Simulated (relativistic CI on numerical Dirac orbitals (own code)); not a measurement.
# Hyperfine structure of Tl32+, mass number 204

Computed by Dirac-Coulomb-Breit CI, orbitals from a KLI potential per configuration, model QED, unscaled Slater integrals (own radial code, finite nucleus).

Configurations in the expansion (outside the closed core [Ar] 3d10): 4s2.4p6.4d10.4f3, 4s2.4p6.4d9.4f4, 4s2.4p6.4d10.4f2.5s, 4s2.4p6.4d10.4f2.5p, 4s2.4p6.4d10.4f.5s2, 4s2.4p5.4d10.4f4, 4s2.4p6.4d10.4f.5s.5p, 4s2.4p6.4d10.4f2.5d, 4s2.4p6.4d10.4f.5p2, 4s.4p6.4d10.4f4, 4s2.4p6.4d10.4f.5s.5d, 4s2.4p6.4d9.4f2.5s2, 4s2.4p6.4d10.4f2.5f, 4s2.4p6.4d10.4f2.6s, 4s2.4p6.4d10.4f.5d2, 4s2.4p6.4d10.4f2.6p. Levels of other configurations are missing.

Nuclear spin I = 2, μ = 0.09 μN (tables of Stone and Pyykkö). The electronic factors are computed for point nuclear moments, without core polarisation or the Bohr-Weisskopf and QED corrections.

```csv
Level,E (eV),A (MHz)
4s2.4p6.4d10.4f3 4I°_9/2,0.0000,300
4s2.4p6.4d10.4f3 4I°_11/2,5.0844,231.7
4s2.4p6.4d10.4f3 4F°_3/2,5.7937,311.8
4s2.4p6.4d10.4f3 4I°_13/2,8.7432,208.2
4s2.4p6.4d10.4f3 4I°_15/2,11.5129,200.8
4s2.4p6.4d10.4f3 4G°_7/2,12.7696,194.6
4s2.4p6.4d10.4f3 2K°_13/2,14.2437,216.1
4s2.4p6.4d10.4f3 2H°_11/2,14.5205,191
```

Levels with J = 0, under 50 % of one LS term, or S terms without an open s electron are left out. Small factors come from cancelling terms and can be off by tens of per cent or more.

At this charge energies of transitions that change n are usually good to better than 1 %, and those within a shell (Δn = 0) to a few per cent. Terms inside the open d or f shell come out 10 to 20 % too wide with unscaled integrals.

(1) Give the hyperfine levels of 4s2.4p6.4d10.4f3 4I°_9/2 relative to its centre of gravity.

Results:

(1) With K = F(F + 1) − I(I + 1) − J(J + 1), E = AK/2: F = 5/2: -3300, F = 7/2: -2250, F = 9/2: -900, F = 11/2: 750, F = 13/2: 2700 MHz.

LS names give the leading component of a level, which can be under half, so a name can repeat, a term be missing and a line seem to break the LS rules.
